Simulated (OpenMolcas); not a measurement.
Os3+ among 6 point charges of -1.1 e arranged as an octahedron (Oh), 1.84 Å from the ion.
```
   1.8400    0.0000    0.0000  -1.10
   0.0000    1.8400    0.0000  -1.10
  -1.8400    0.0000    0.0000  -1.10
   0.0000   -1.8400    0.0000  -1.10
   0.0000    0.0000    1.8400  -1.10
   0.0000    0.0000   -1.8400  -1.10
```

| Item | Value |
| --- | --- |
| Program | OpenMolcas 26.06 |
| Method | SS-CASPT2, IPEA 0.25 Eh, imaginary shift 0.1 Eh (closed shells correlated: 5s 5p) |
| Basis | ANO-RCC-VDZP [7s6p4d2f1g] |
| Scalar Hamiltonian | DKH2, point nucleus |
| Active space | 5 electrons in 5 orbitals (5d) |
| State averaging | 2S+1 = 6 even, 1 root; 2S+1 = 4 even, 24 roots; 2S+1 = 2 even, 75 roots |
| Spin-orbit coupling | state interaction with AMFI integrals over the reference wave functions |

(1) What is the spin-free ground state (labels of O, the rotations of Oh)?

(2) What are the lowest two levels with spin-orbit coupling?

(3) What is χT at 300 K?

Results:

(1) 6A1, 1-fold in its orbital part, 100 % from free-ion S terms; it has the highest spin that d5 allows.

(2) A 2-fold level Γ7 with g = 3.08, 3.08, 3.08, then a 4-fold level Γ8 490 cm-1 above it. Their leading multiplicities are 6 (71 %) and 6 (81 %).

(3) 3.00 cm3 K/mol.

Roots that are degenerate in the reference are averaged as groups; the widest CASPT2 spread within a group is 180 cm-1 (the 3-fold group of multiplicity 2 near 41000 cm-1 above the lowest state of its run). Shifts and gaps below about the spread of the groups concerned are not significant. This shell can be high or low spin here, a state of another spin lies low, and with metal d orbitals alone active their balance is uncertain, so the ground spin may be wrong. Point charges give a weaker field than real ligands, and real ions of this kind are as a rule low spin; the high spin found here belongs to the model. This field is weak: 10Dq is about 11376 cm-1, while octahedral complexes of 5d ions of charge 3 and more, computed by the same method with explicit ligands, had a median near 35000 cm-1. Ground spin and moment need not be those of a real site. Free-ion shares, where given, are those of the reference states; single-state CASPT2 does not remix them. This is an electrostatic model: the charges have no orbitals. No measured value stands beside these numbers.
